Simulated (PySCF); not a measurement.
# Correlation energy of Mo⁴⁰⁺ (molybdenum, charge +40)

1s2, closed-shell 1S. All numbers are calculated (PySCF 2.14, the spin-free X2C one-electron Hamiltonian (Gaussian nucleus), in an uncontracted even-tempered set (17 s from 69 bohr⁻², ratio 2.2; 7 p from 100 bohr⁻², ratio 2.4; 4 d from 310 bohr⁻², ratio 2.4; 3 f from 470 bohr⁻², ratio 2.4; 3 g from 700 bohr⁻², ratio 2.4)). Frozen: nothing; 2 electrons correlated; the 8 highest virtual orbitals of each spin left out.

With two correlated electrons CCSD is exact within the correlated space (frozen core and kept virtual orbitals).

```tsv
level	correlation energy (mhartree)
CCSD	-53.50
```

Diagnostics: T1 = 2.9e-06, D1 = 0.0000, largest double amplitude 0.001.

Cost of the coupled-cluster step: roughly 5 core-seconds, for 2 correlated electrons.

At this charge the one-electron X2C treatment keeps the bare 1/r₁₂, with no two-electron picture change or Breit term. That inflates the 1s pair energies well beyond their four-component values; and a scalar Hamiltonian misses the large spin-orbit splitting of the p shells, which matters for ns² → np² pairs.
